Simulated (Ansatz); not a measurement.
`C[Se][SiH2]Cl` + BH₃ → `B[Se][SiH2]Cl` + CH₄  (formal exchange of groups at the Se–C bond)

Computed with Ansatz on PBE0-D4/def2-TZVP structures; ΔE is electronic, products minus reactants. CCSD(T)/CBS is the MP2 limit (def2-TZVPP, def2-QZVPP) plus CCSD(T) − MP2 in def2-TZVPP, frozen cores. This one scheme is used for every species. Functionals use def2-TZVPP. B3LYP here is the variant with VWN-RPA as its local correlation; programs differ in this. For Se outer-core shells are correlated without core-valence functions, which leaves a few kJ/mol of doubt a bond. Scalar relativity is left out up to krypton. Each species was taken in one conformer, which may not be the lowest.

```
             level  ΔE (kcal/mol)  difference from CCSD(T)/CBS
            PBE-D4          -36.4                         -1.6
         r2SCAN-D4          -36.4                         -1.6
           PBE0-D4          -35.6                         -0.8
          B3LYP-D4          -34.1                          0.7
           ωB97X-V          -33.3                          1.5
           ωB97M-V          -34.0                          0.8
            B2PLYP          -34.6                          0.2
               PBE          -36.6                         -1.8
            r2SCAN          -36.4                         -1.6
              PBE0          -35.8                         -1.0
             B3LYP          -34.5                          0.3
     HF/def2-TZVPP          -31.2                          3.6
    MP2/def2-TZVPP          -34.9                         -0.1
SCS-MP2/def2-TZVPP          -33.3                          1.5
   CCSD/def2-TZVPP          -33.8                          1.0
CCSD(T)/def2-TZVPP          -34.5                          0.3
     HF/def2-QZVPP          -30.9                          3.9
    MP2/def2-QZVPP          -35.0                         -0.2
SCS-MP2/def2-QZVPP          -33.4                          1.4
      HF/CBS(def2)          -30.9                          3.9
     MP2/CBS(def2)          -35.2                         -0.4
    CCSD/CBS(def2)          -34.1                          0.7
       CCSD(T)/CBS          -34.8                            0
```

Largest T1 diagnostic among the species: 0.012.

From PBE to PBE0 (25 % exact exchange), in def2-TZVPP and without D4, ΔE moves by +0.8 kcal/mol. In def2-TZVPP, CCSD(T) changes the Hartree–Fock value by −3.3 kcal/mol (the triples alone add −0.6 kcal/mol) and MP2 by −3.7 kcal/mol.
